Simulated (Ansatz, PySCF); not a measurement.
VBr4, SMILES [Br][V]([Br])([Br])[Br] (connectivity only; charge and spin as stated), neutral, multiplicity 2. Atoms are numbered in the order given.

```xyz
5

V      0.0000     0.0000     0.0000
Br     1.3572     1.3049    -1.3049
Br    -1.3572     1.3049     1.3049
Br    -1.3572    -1.3049    -1.3049
Br     1.3572    -1.3049     1.3049
```
Charge 0, spin multiplicity 2.

Geometry optimised at B3LYP-D3(BJ)/def2-SVP. The multiplicity is an assumed one; other spin states were not compared.

Two levels are set side by side: PBE-D3(BJ)/def2-SVP (Ansatz, a quantum-chemistry and plane-wave program) and B3LYP-D3(BJ)/def2-SVP (Ansatz). Each level has its own optimised geometry; the coordinates shown are those of the second. Frequencies come from the Hessian of PySCF at each geometry. Differences are taken from unrounded values.

```csv
quantity,B3LYP-D3(BJ),PBE-D3(BJ),PBE-D3(BJ) minus B3LYP-D3(BJ)
mean bond length (Å),2.291,2.292,0.002
bond V1–Br2 (Å),2.291,2.292,0.002
bond V1–Br3 (Å),2.291,2.292,0.002
bond V1–Br4 (Å),2.291,2.292,0.002
bond V1–Br5 (Å),2.291,2.292,0.002
highest harmonic wavenumber (cm⁻¹),400,392,-8
mean harmonic wavenumber (cm⁻¹),195,191,-4
zero-point energy (kcal/mol),2.51,2.46,-0.05
```

On these quantities the two levels nearly agree.
